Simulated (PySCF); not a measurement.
CH₃F₃OSn, SMILES [Sn]([F])([O]C)([F])[F].

Geometry optimised at PBE0-D3(BJ)/def2-SVP. The structure was generated by enumeration; whether it is a known compound was not checked. The def2 effective core potentials stand for the cores of Sn; spin–orbit coupling is left out. One conformer was computed; it need not be the lowest.

The numbers are results of TDDFT-PBE/def2-SVPD (PySCF), not measurements.

Vertical excitations.  State labels are in the subgroup Cs.

```
state  symmetry  energy (eV)  λ (nm)      f                           main pairs
-----  --------  -----------  ------  -----  -----------------------------------
S1           A"         3.44     361  0.003                      HOMO→LUMO 100 %
S2           A'         4.49     276  0.084                     HOMO−1→LUMO 97 %
S3           A"         5.57     223  0.001                     HOMO−2→LUMO 98 %
S4           A"         5.67     219  0.004                     HOMO−3→LUMO 91 %
S5           A'         5.73     217  0.004   HOMO−4→LUMO 84 %, HOMO−5→LUMO 16 %
S6           A'         5.89     211  0.022   HOMO−5→LUMO 82 %, HOMO−4→LUMO 15 %
S7           A"         5.94     209  0.028                     HOMO−6→LUMO 90 %
S8           A'         6.04     205  0.031                     HOMO−7→LUMO 98 %
S9           A"         6.92     179  0.004                    HOMO→LUMO+1 100 %
S10          A'         7.23     172  0.070  HOMO−8→LUMO 74 %, HOMO−11→LUMO 19 %
T1           A"         3.11     399      0                      HOMO→LUMO 100 %
T2           A'         3.70     335      0                     HOMO−1→LUMO 99 %
T3           A"         5.26     236      0                     HOMO−2→LUMO 99 %
T4           A"         5.33     233      0                     HOMO−3→LUMO 98 %
```
Triplets are in the Tamm–Dancoff approximation, which puts them higher than full response would, so one can lie above its singlet here.
